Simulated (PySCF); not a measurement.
C3H5ClF2, SMILES CC(F)(F)CCl.

Geometry optimised at ωB97X-D3(BJ)/def2-SVP. One conformer was computed; it need not be the lowest.

Level of theory: PBE0/def2-TZVP in PySCF.

Isolated molecule, no solvent.

The total energy is -776.89156 hartree, the highest occupied level comes out as -8.81 eV and the lowest empty level comes out as 0.55 eV. The orbital gap is 9.35 eV and the dipole moment is 0.348 e·Å. The quadrupole, principal values (traceless, Buckingham form, about the centre of nuclear charge) is -6.67, 0.33, 6.34 D·Å, the mean static polarisability comes out as 49.2 bohr³ (7.28 Å³) and the polarisability, principal values comes out as 43.3, 47.6, 56.6 bohr³.
